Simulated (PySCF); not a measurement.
Computed shifts of a molecule Cl2FH3Si2, PBE/pcSseg-1 run with PySCF, GIAO, gas phase, atoms alike by connectivity averaged where their shifts nearly agree, in ppm (number of nuclei): ²⁹Si: 25.8 (1), -1.6 (1). ¹⁹F: -279.1 (1). ¹H: 6.67 (1), 5.77 (2). References: ²⁹Si against TMS (σ = 335.4 ppm); ¹⁹F against CFCl3 (σ = 133.6 ppm); ³⁵Cl against HCl (σ = 936.5 ppm); ¹H against TMS (σ = 31.49 ppm), references at their B3LYP-D3(BJ)/def2-TZVP geometries, non-relativistic (without spin–orbit terms, shifts of atoms bonded to Cl or Br come out too high). Geometry: B3LYP-D3(BJ)/def2-SVP. The values are those of a single conformer.

Problem. Identify the compound among the candidates.
A. F[SiH2][SiH](Cl)Cl
B. F[Si]([SiH3])(Cl)Cl
C. F[Si@H](Cl)[SiH2]Cl

Solution. A, F[SiH2][SiH](Cl)Cl
